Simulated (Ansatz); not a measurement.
`N[Si](N)([SiH3])Cl` and `N[Si](N)([AlH2])[SiH3]` differ in one atom or group.

Ansatz, PBE0-D4/def2-TZVP geometries, multiplicity 1. Each molecule was computed in one conformer, which needn't be the lowest.

| property | `N[Si](N)([SiH3])Cl` |
| --- | --- |
| HOMO–LUMO gap (PBE0/def2-TZVPP) / eV | 7.58 |
| LUMO energy (PBE0/def2-TZVPP) / eV | 0.25 |
| size of the dipole moment (ωB97M-V/def2-TZVPP) / D | 2.09 |
| HOMO energy (PBE/def2-TZVPP) / eV | -6.06 |
| HOMO–LUMO gap (PBE/def2-TZVPP) / eV | 5.48 |
| LUMO energy (B3LYP/def2-TZVPP) / eV | 0.07 |

Give the same properties after the change, and the shifts. (Estimate.)

The calculation gave: 
| property | `N[Si](N)([AlH2])[SiH3]` | shift |
| --- | --- | --- |
| HOMO–LUMO gap (PBE0/def2-TZVPP) / eV | 4.25 | -3.33 |
| LUMO energy (PBE0/def2-TZVPP) / eV | -1.98 | -2.23 |
| size of the dipole moment (ωB97M-V/def2-TZVPP) / D | 1.46 | -0.63 |
| HOMO energy (PBE/def2-TZVPP) / eV | -5.16 | 0.90 |
| HOMO–LUMO gap (PBE/def2-TZVPP) / eV | 2.44 | -3.04 |
| LUMO energy (B3LYP/def2-TZVPP) / eV | -2.16 | -2.23 |

With PBE0 the HOMO rises by 1.10 eV and the LUMO falls by 2.23 eV, so the gap narrows by about 3.33 eV. PBE moves the HOMO by 0.90 eV and ωB97M-V by 1.27 eV. Dipoles are sizes alone; their direction can turn.

B3LYP here is the variant with VWN-RPA as its local correlation; programs differ in this.
